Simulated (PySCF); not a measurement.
`C1C[C@H]([SiH3])[C@H]1Br`, C4H9BrSi

Molfile (atoms numbered from 1):
```
C4H9BrSi
     RDKit          3D

 15 15  0  0  0  0  0  0  0  0999 V2000
   -2.0534   -0.4957    0.0770 Si  0  0  0  0  0  4  0  0  0  0  0  0
   -0.2475   -0.1095    0.5310 C   0  0  1  0  0  0  0  0  0  0  0  0
    0.8811   -0.9613   -0.0899 C   0  0  0  0  0  0  0  0  0  0  0  0
    1.6649    0.3239   -0.3966 C   0  0  0  0  0  0  0  0  0  0  0  0
    0.3915    1.1198   -0.1234 C   0  0  2  0  0  0  0  0  0  0  0  0
    0.5700    2.7136    0.9990 Br  0  0  0  0  0  0  0  0  0  0  0  0
   -2.3933   -1.7977    0.6472 H   0  0  0  0  0  0  0  0  0  0  0  0
   -2.9065    0.5666    0.6051 H   0  0  0  0  0  0  0  0  0  0  0  0
   -2.1386   -0.5346   -1.3853 H   0  0  0  0  0  0  0  0  0  0  0  0
   -0.1243   -0.0663    1.6150 H   0  0  0  0  0  0  0  0  0  0  0  0
    0.5688   -1.4838   -0.9924 H   0  0  0  0  0  0  0  0  0  0  0  0
    1.3682   -1.6686    0.5778 H   0  0  0  0  0  0  0  0  0  0  0  0
    2.4465    0.5184    0.3359 H   0  0  0  0  0  0  0  0  0  0  0  0
    2.0842    0.4235   -1.3967 H   0  0  0  0  0  0  0  0  0  0  0  0
   -0.1161    1.4595   -1.0256 H   0  0  0  0  0  0  0  0  0  0  0  0
  1  2  1  0
  2  3  1  0
  3  4  1  0
  4  5  1  0
  5  6  1  0
  5  2  1  0
  1  7  1  0
  1  8  1  0
  1  9  1  0
  2 10  1  1
  3 11  1  0
  3 12  1  0
  4 13  1  0
  4 14  1  0
  5 15  1  6
M  END
```

Level of theory: TDDFT PBE0/def2-SVPD circular dichroism and optical rotation, one conformer, gas phase (PySCF 2.14.0). Geometry: GFN2-xTB.

The calculation is non-relativistic, which matters for the atoms heavier than Zn.

Stereocentres: C2 S, C5 S.

Give the optical rotatory dispersion at 633, 589.3, 546, 436, 405, 365, 355 nm.

[α] in deg dm⁻¹ (g/mL)⁻¹:
| λ (nm) | origin-invariant length gauge | modified velocity gauge | length gauge (centre of mass) | isotropic polarisability (au) |
| --- | --- | --- | --- | --- |
| 633 | +131.2 | +142.3 | +129.2 | 97.4 |
| 589.3 | +154.1 | +167.0 | +151.7 | 97.8 |
| 546 | +183.3 | +198.6 | +180.6 | 98.3 |
| 436 | +314.1 | +339.7 | +309.4 | 100.4 |
| 405 | +378.9 | +409.4 | +373.2 | 101.4 |
| 365 | +499.8 | +539.5 | +492.5 | 103.1 |
| 355 | +539.8 | +582.4 | +531.9 | 103.6 |

And for the mirror image at 589.3 nm?

-154.1 deg dm⁻¹ (g/mL)⁻¹ (origin-invariant length gauge): the same size and the opposite sign.

What is the molar rotation [Φ] = [α]·M/100 of the geometry above at 589.3 nm?

With M = 165.10 g/mol, +254.3 deg cm² dmol⁻¹ (origin-invariant length gauge).

The first excitation lies at 5.98 eV (207 nm) with R = 0.0 × 10⁻⁴⁰ esu² cm² (velocity form).
